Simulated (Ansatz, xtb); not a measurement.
# Two isomers of C5H4N2

We compare X, `C#Cc1c[nH]cn1`, a singlet, with Y, `C#Cc1cnc[nH]1`, a singlet. Both are isolated molecules in the gas phase, relaxed with PBE0-D3(BJ)/def2-SVP.

X (Å):

```xyz
11

C    -2.7965   -1.7151   -1.7323
C    -1.8158   -1.1935   -1.2456
C    -0.6760   -0.5648   -0.6699
C    -0.6246    0.6936   -0.0965
C     1.3411   -0.2907   -0.0243
N     0.6699    0.8478    0.3082
N     0.5638   -1.1586   -0.6124
H    -3.6596   -2.1851   -2.1656
H    -1.3870    1.4545    0.0443
H     1.0558    1.6606    0.7701
H     2.4012   -0.4254    0.1910
```

Y (Å):

```yaml
atoms:
  - { symbol: C, position_ang: [-2.3813, -1.0946, -2.3568] }
  - { symbol: C, position_ang: [-1.5872, -0.6623, -1.5462] }
  - { symbol: C, position_ang: [-0.6617, -0.1626, -0.6027] }
  - { symbol: C, position_ang: [-0.5123, 1.0823, -0.0097] }
  - { symbol: C, position_ang: [1.0408, -0.1324, 0.7964] }
  - { symbol: N, position_ang: [0.5409, 1.0803, 0.8481] }
  - { symbol: N, position_ang: [0.3542, -0.9236, -0.0627] }
  - { symbol: H, position_ang: [-3.0868, -1.4711, -3.0741] }
  - { symbol: H, position_ang: [-1.1289, 1.9637, -0.1788] }
  - { symbol: H, position_ang: [1.9006, -0.4934, 1.3610] }
  - { symbol: H, position_ang: [0.5363, -1.8942, -0.2819] }
```

Energies in hartree; the thermal terms are from GFN2-xTB frequencies at re-optimised GFN2-xTB minima (ideal gas, soft modes damped towards free rotors, one conformer each, 298.15 K, 1 atm) and include the zero-point energy:

|  | X | Y |
| --- | --- | --- |
| E, CCSD(T)/def2-SVP | −301.296823 | −301.298143 |
| E, MP2/def2-SVP | −301.226120 | −301.227582 |
| E, MP2/def2-TZVPP | −301.771111 | −301.772580 |
| zero-point energy | 0.077718 | 0.077830 |
| H(298 K) − E | 0.084635 | 0.084754 |
| G(298 K) − E | 0.048137 | 0.048224 |

**Question.** Correct the CCSD(T) difference for the basis set by the MP2 change, then work out ΔE, ΔE₀, ΔH and ΔG for X → Y in kcal/mol (1 Eh = 627.51 kcal/mol) and the equilibrium ratio [Y]/[X].

**Answer.** 1. Differences Y − X: CCSD(T) −0.001320, MP2 in the small set −0.001462, MP2 in the large set −0.001469 Eh.
2. ΔE = −0.001320 + (−0.001469 − (−0.001462)) = −0.001327 Eh = −0.83 kcal/mol.
3. ΔE₀ = ΔE + ΔZPE = −0.001327 + (+0.000112) Eh = −0.76 kcal/mol.
4. ΔH = ΔE + (+0.000119) Eh = −0.76 kcal/mol.
5. ΔG = ΔE + (+0.000087) Eh = −0.78 kcal/mol, so ΔS = (ΔH − ΔG)/T = +0.3 J/(mol K).
6. kT = 0.9442 mEh, so K = [Y]/[X] = exp(−ΔG/kT) = exp(+1.31) ≈ 3.7.

The two are too close for this level to say which is favoured. An error of 1 kcal/mol in ΔG would change K by a factor of 5.4. Mirror images and further conformers aren't counted.

As drawn, both hold the same kinds of bond in the same numbers.

Other levels gave ΔE = −2.0 (GFN2-xTB); −0.4 (HF/STO-3G, GFN2-xTB geometries); −1.9 (r2SCAN-D4/def2-SVP, GFN2-xTB geometries); −1.7 (PBE0-D3(BJ)/def2-SVP); −0.9 (HF/def2-SVP); −0.9 (MP2/def2-SVP); −0.8 (CCSD(T)/def2-SVP) kcal/mol. The correlated steps freeze 7 core orbitals. Programs: Ansatz 0.2.0, xtb 6.7.1.
